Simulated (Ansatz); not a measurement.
Cost and result for the atomization energy of CH3BOS (`SB1CO1`) (7 atoms, 7 bonds).

```xyz
7

S     0.022    0.922   -1.914
B    -0.027    0.163   -0.316
C     0.517   -0.597    0.866
O    -0.866   -0.045    0.703
H    -1.254    1.348   -1.894
H     0.535   -1.682    0.896
H     1.073   -0.108    1.660
```

Charge 0, multiplicity 1. Geometry: relaxed with PBE0-D4/def2-TZVP. It is one conformer, not always the lowest. Program: Ansatz. All runs use 2 threads of an Arm Neoverse V2 on a shared host. Times are those of one run each, without the atoms' runs, and a repeat can differ threefold. Electronic energies, without spin–orbit coupling; frozen cores. CCSD(T)/CBS adds CCSD(T) − MP2 in def2-TZVPP to the MP2 limit, and its time is that of the two runs behind it. T1 = 0.015. B3LYP takes the VWN-RPA correlation (the form of Gaussian; ORCA's B3LYP/G).

CCSD(T)/CBS is a level of theory with its own doubt, some kJ/mol a heavy atom from the limit and from the frozen cores, so smaller differences don't rank the functionals.

```csv
level,functions,wall time,atomization (kJ/mol),difference from CCSD(T)/CBS,per bond
LDA (SPW92)/def2-TZVPP,177,0.9 s,3193.7,477.8,68.3
CCSD(T)/def2-SVP,75,1.4 s,2582.0,-133.9,-19.1
revPBE-D4/def2-TZVPP,177,1.6 s,2746.0,30.1,4.3
BLYP-D4/def2-TZVPP,177,1.6 s,2738.0,22.1,3.2
PBE0-D4/def2-TZVPP,177,1.8 s,2753.9,38.0,5.4
B3LYP-D4/def2-TZVPP (with forces),177,2.4 s,2725.3,9.4,1.3
B2PLYP/def2-TZVPP,177,3.3 s,2702.4,-13.5,-1.9
PBE-QIDH/def2-TZVPP,177,3.6 s,2721.6,5.7,0.8
B97M-V/def2-TZVPP,177,6 s,2762.0,46.1,6.6
ωB97X-V/def2-TZVPP,177,6 s,2740.3,24.4,3.5
MP2/def2-QZVPP,331,9.5 s,2768.7,52.8,7.5
CCSD(T)/def2-TZVPP,177,27 s,2642.9,-73.0,-10.4
CCSD(T)/CBS(def2),–,37 s,2715.9,0.0,0.0
```

At CCSD(T), def2-SVP lies −133.9 kJ/mol from the extrapolated value and def2-TZVPP −73.0 kJ/mol: correlation converges slowly with the basis, and small sets miss more of it in the bonded molecule than in its fragments. In def2-TZVPP, CCSD(T) changes the Hartree–Fock value by +710.4 kJ/mol (the triples alone add +54.6 kJ/mol) and MP2 by +793.4 kJ/mol; breaking electron pairs costs correlation energy, which Hartree–Fock lacks. From PBE to PBE0 (25 % exact exchange), in def2-TZVPP and without D4, the atomization energy moves by −72.8 kJ/mol: exact exchange takes away binding that semilocal exchange gives to molecules.
